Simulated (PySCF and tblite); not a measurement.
Values are calculated unless marked as measured or tabulated.
System: C₆H₁₁N, numbered as in [CH2:1]1[CH2:2][C@@H:3]([CH:4]2[CH2:5][CH2:6]2)[NH:7]1.

Geometries: GFN2-xTB; energies: PBE0/pcSseg-1 + D3(BJ); zero-point and thermal terms from GFN2-xTB harmonic modes (soft modes blended into free rotors). Rates follow Eyring's equation with the number of equivalent paths and no tunnelling. Run with tblite and PySCF.

Problem. How high is the barrier to the pyramidal inversion at N7, through which structure does it pass, and what rate follows at 298 K?

Solution. The electronic barrier is 4.5 kcal/mol and ΔG‡(298 K) 3.5 kcal/mol, over a C1 saddle with an imaginary mode of 614i cm⁻¹ (GFN2-xTB). With 1 equivalent path, k is 1.8×10¹⁰ s⁻¹, a mean lifetime of the start of 57 ps against this motion. The end lies 0.5 kcal/mol below the start in free energy.
